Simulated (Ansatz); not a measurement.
Cartesian coordinates in Å:
```
Si -0.071 -0.484 -2.229
O 0.204 0.125 -0.723
C -0.699 -0.124 0.347
Si 0.002 0.706 1.891
S 1.949 -0.059 2.301
H -1.354 0.039 -2.777
H -0.155 -1.970 -2.182
H 1.069 -0.050 -3.068
H -0.814 -1.202 0.522
H -1.696 0.281 0.121
H -0.832 0.381 3.077
H 0.022 2.175 1.673
H 2.374 0.183 1.048
```

Total charge 0; spin multiplicity 1.

Question: List the CAM-B3LYP/def2-TZVPP orbital energies in eV (the Gaussian-basis code of Ansatz). (An estimate is asked.)

Answer: Ansatz gave: Occupied: -2419.61, -1801.50, -1801.43, -522.80, -280.27, -217.67, -162.25, -162.17, -162.05, -146.01, -145.97, -101.36, -101.32, -101.32, -101.31, -101.28, -101.27, -30.17, -22.24, -21.03, -17.23, -16.31, -14.82, -14.44, -13.62, -12.57, -11.72, -11.33, -11.12, -10.63, -10.01, -9.92, -8.68. Lowest empty: 0.87, 1.39, 1.72, 2.04, 2.56, 2.59, 2.73, 2.95.
